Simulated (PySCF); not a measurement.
**UHF on Os⁺ (osmium, charge +1)**

Configuration: [Xe] 4f14 5d7, high-spin 4F determinant (an excited configuration). All numbers are calculated (PySCF 2.14, scalar relativity through the core potential, in aug-cc-pVQZ-PP with ECP60MDF (7s7p6d4f3g2h, 135 functions)).

* Total energy: -89.766186 hartree
* One-electron energy: -152.0009 hartree
* Hartree (Coulomb) energy: 70.9548 hartree
* Exchange energy: -8.7201 hartree
* ⟨S²⟩: 3.7565
* ⟨L²⟩: 12.052
* Sum of ⟨r⟩: 21.96 bohr
* Sum of ⟨r²⟩: 38.82 bohr²

| shell | electrons | mean orbital energy (hartree) | spread (hartree) | rms radius, mean of both spins (bohr) |
| --- | --- | --- | --- | --- |
| 5s α | 1 | -4.18817 | 0 | 1.10 |
| 5s β | 1 | -4.05150 | 0 | 1.10 |
| 5p α | 3 | -2.57311 | 0 | 1.27 |
| 5p β | 3 | -2.37344 | 0 | 1.27 |
| 5d α | 5 | -0.65988 | 0.03725 | 1.95 |
| 5d β | 2 | -0.57640 | 0 | 1.95 |

Energies and moments cover only the electrons outside the core potential. Spin-orbit coupling, absent here, splits the open shell strongly.
